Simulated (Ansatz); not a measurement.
Input for Ansatz (an electronic-structure program): R-PBE0/def2-TZVPPD on CH4F2O (a complex). Files ending in .json are basis or fitting sets from the Basis Set Exchange.

Ansatz 0.2 input:
```yaml
crystal:
  periodic: [false, false, false]
  atoms:
    - {symbol: O, position_ang: [0.24599637, 0.28892396, -0.05210332]}
    - {symbol: H, position_ang: [0.38210262, -0.47114322, -0.62652152]}
    - {symbol: H, position_ang: [-0.54111725, 0.08411645, 0.46665587]}
    - {symbol: F, position_ang: [0.68802618, -0.70510848, 3.74615317]}
    - {symbol: C, position_ang: [0.29158166, 0.43971508, 3.12719194]}
    - {symbol: F, position_ang: [-0.96070809, 0.22613182, 2.60234160]}
    - {symbol: H, position_ang: [0.96935449, 0.65677777, 2.30309635]}
    - {symbol: H, position_ang: [0.21389083, 1.23390006, 3.87016953]}
basis:
  gaussian:
    orbitals: def2-TZVPPD.json
hamiltonian:
  xc: {name: PBE0}
scf: {lower_state_search: off}
```

It printed:

```
WARN ansatz: RAYON_NUM_THREADS=1 ignored (pool sized by the plan → 1); use --threads N
Functional definition: PBE0
these checks for a lower state are left out or cut short: stability, starts, cluster_reference, orbital_swaps, neighbouring_geometries, increment
integrals: 0.11 GiB planned
988 factors; their error is unknown
mean field: 1.07 GiB planned
mean field evaluation 1: about -8573.3011 eV, gradient 5.7e1 eV
mean field evaluation 2: about -8566.5311 eV, gradient 8.4e1 eV
mean field evaluation 4: about -8578.2148 eV, gradient 2.8e0 eV
mean field evaluation 8: about -8578.2247 eV, gradient 3.0e-2 eV
mean field evaluation 16: about -8578.2375 eV, gradient 1.3e-5 eV
mean field -8578.23753914 eV, -315.2444150252 hartree, gradient 2.1e-6 eV, S^2 0.000000; 0 other end points of the search recorded, 0 dependent functions left out
reference -8578.23758393 eV, -315.2444166712 hartree; 18, 18 occupied and 207, 207 virtual orbitals, 988 factors
Total energy: -8578.23758393 eV, -315.2444166712 hartree
Checks for a lower state left out: stability, starts, cluster_reference, orbital_swaps, neighbouring_geometries, increment
```

The run converged.

Cost: around 2.1 core-seconds (rough).
